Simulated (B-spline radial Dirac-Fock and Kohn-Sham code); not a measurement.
Elastic and transport cross sections of samarium for positrons

The computed values come from an atomic code on a B-spline grid: relativistic (Dirac) partial waves in the static field of the Dirac-Fock atom, without polarisation or absorption potentials. Below a few hundred eV the neglected polarisation potential matters, most of all at small angles. σ_tr1 and σ_tr2 weight the cross section with 1 − P₁ and 1 − P₂ of cos θ; "backward" is the share scattered beyond 90°.

```csv
energy (eV),σ (a₀²),σ_tr1 (a₀²),σ_tr2 (a₀²),σ/σ_tr1,backward (%)
164,26.3,3.62,6.34,7.27,3.8
255,21.7,2.59,4.62,8.36,3.2
725,13.4,1.10,2.04,12.2,2.0
799,12.7,1.01,1.88,12.6,1.9
2820,6.66,0.300,0.606,22.2,0.88
4400,5.22,0.183,0.382,28.6,0.62
8030,3.70,0.0892,0.193,41.5,0.39
8700,3.53,0.0807,0.176,43.7,0.36
15200,?,?,?,?,?
15700,2.46,0.0374,0.0846,65.6,0.21
17800,2.27,0.0315,0.0719,71.9,0.18
21200,2.03,0.0248,0.0571,81.9,0.15
30200,1.61,0.0149,0.0352,108,0.11
45300,1.23,0.00820,0.0198,150,0.068
77900,0.863,0.00357,0.00890,242,0.035
87200,0.803,0.00299,0.00751,268,0.031
```

Question: Fill in the row for 15.2 keV.

Answer: σ = 2.51 a₀², σ_tr1 = 0.0391 a₀², σ_tr2 = 0.0882 a₀², σ/σ_tr1 = 64.1, backward 0.21 %. The ratio σ/σ_tr1 is roughly the number of elastic collisions that randomise the direction.
